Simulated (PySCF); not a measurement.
Q: Give a GFN2-xTB geometry of `C([C@@](C)(N)CN)(F)F`.

A: 
Z-matrix in Å and degrees, rows numbered from 1:
```
C 
C   1  1.5288
N   2  1.4500  1  108.57
C   2  1.5541  1  111.93  3  -117.98
N   4  1.4415  2  117.97  1   -54.99
C   2  1.5477  1  109.32  3   120.36
F   6  1.3591  2  110.31  1   -65.06
F   6  1.3561  2  112.81  1    53.11
H   1  1.0873  2  110.87  3   179.70
H   1  1.0881  2  109.85  3   -60.49
H   1  1.0862  2  109.20  3    58.68
H   3  1.0142  2  110.93  1    59.62
H   3  1.0138  2  111.47  1  -179.30
H   4  1.0955  2  108.31  1  -177.54
H   4  1.0926  2  106.58  1    66.80
H   5  1.0133  4  111.71  2   -58.89
H   5  1.0130  4  111.03  2    61.86
H   6  1.1023  2  112.63  1   175.12
```

The 3 C–C bonds span 1.529 Å (C1–C2, drawn single) to 1.554 Å (C2–C4, drawn single), a spread of 0.025 Å. N3 (primary amine nitrogen) is pyramidal (angles 111.5°, 110.9° and 108.5°, sum 330.9°, 0.36 Å off the plane of its three neighbours). Of the pairs four or more bonds apart, those above aside, F7···H12 is among the closest relative to their van der Waals radii: 2.48 Å, 93 % of the sum of Bondi's values. N5 (primary amine nitrogen) is pyramidal (angles 111.7°, 111.0° and 108.1°, sum 330.8°, 0.36 Å off the plane of its three neighbours).

The geometry is computed with GFN2-xTB (gas phase).

Point group: C1 (no symmetry element, even within 0.4 Å). No frequency check. The numbers are those of one conformer (C1–C2–N3–H 60° and -179°, C1–C2–C4–N5 -55°, C2–C4–N5–H -59° and 62°, C1–C2–C6–F7 -65°).
